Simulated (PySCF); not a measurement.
## Field gradients at the hydrogen positions

C7H11P.
Cartesian coordinates in Å at the GFN2-xTB level; atoms count from 1:
```xyz
19
C7H11P angstrom
C     -2.4206    0.4975   -0.0817
C     -1.2218    0.0130    0.7214
C     -0.2167   -0.7779   -0.1405
C      0.3626    0.1121   -1.2045
C      1.3367    0.9784   -0.9625
P      2.0520    1.1699    0.6918
C      1.8937   -0.5750    1.1574
C      0.8742   -1.3151    0.7443
H     -3.1068    1.0443    0.5610
H     -2.9561   -0.3437   -0.5180
H     -2.1019    1.1580   -0.8846
H     -0.6947    0.8683    1.1548
H     -1.5607   -0.6238    1.5417
H     -0.7478   -1.6110   -0.6114
H     -0.0523    0.0118   -2.1983
H      1.7220    1.6357   -1.7302
H      3.3910    1.0843    0.2753
H      2.6507   -0.9659    1.8236
H      0.7869   -2.3516    1.0413
```

Level: PBE0/pcSseg-1 (PySCF, non-relativistic); Q(2H) = 0.00286 b; rigid geometry, the same for H and D, with no vibrational averaging.

Question: Rank these positions by the coupling χzz of a deuteron there, largest first.
A. H10 (methyl hydrogen)
B. H17 (P–H hydrogen)
C. H13 (methylene hydrogen)
D. H12 (methylene hydrogen)
E. H18 (vinylic hydrogen)

Answer: E (222 kHz), A (211 kHz), C (204 kHz), D (199 kHz), B (128 kHz).

Q: Tabulate Vzz, the asymmetry η and χzz = 234.96 MHz × Q × Vzz for every hydrogen position.

A: 
| atom | bonded to | bond length (Å) | Vzz (au) | η | χzz (kHz) |
| --- | --- | --- | --- | --- | --- |
| H9 | C1 | 1.088 | 0.3163 | 0.02 | 213 |
| H10 | C1 | 1.088 | 0.3143 | 0.02 | 211 |
| H11 | C1 | 1.087 | 0.3137 | 0.01 | 211 |
| H12 | C2 | 1.094 | 0.2961 | 0.05 | 199 |
| H13 | C2 | 1.092 | 0.3031 | 0.03 | 204 |
| H14 | C3 | 1.094 | 0.2957 | 0.02 | 199 |
| H15 | C4 | 1.082 | 0.3272 | 0.06 | 220 |
| H16 | C5 | 1.082 | 0.3299 | 0.06 | 222 |
| H17 | P6 | 1.405 | 0.1910 | 0.11 | 128 |
| H18 | C7 | 1.082 | 0.3301 | 0.06 | 222 |
| H19 | C8 | 1.082 | 0.3271 | 0.06 | 220 |

Q: Average by the element that carries the hydrogen.

A: on C: 212 kHz over 10 positions, mean bond length 1.087 Å; on P: 128 kHz over 1 position, mean bond length 1.405 Å.

Q: How does χzz go with the bond length over the 10 C–H bonds?

A: A straight-line fit has a slope of -16.8 kHz for each 0.01 Å, with a correlation coefficient of -0.99, over lengths from 1.082 to 1.094 Å. The longer bonds have the smaller couplings here.

The structure is a single GFN2-xTB conformer in the gas phase; no vibrational or solvent corrections. GFN2-xTB bond lengths can be off by several hundredths of an ångström, more for odd bonds, and the gradients follow them. The small basis limits the accuracy of the gradients.
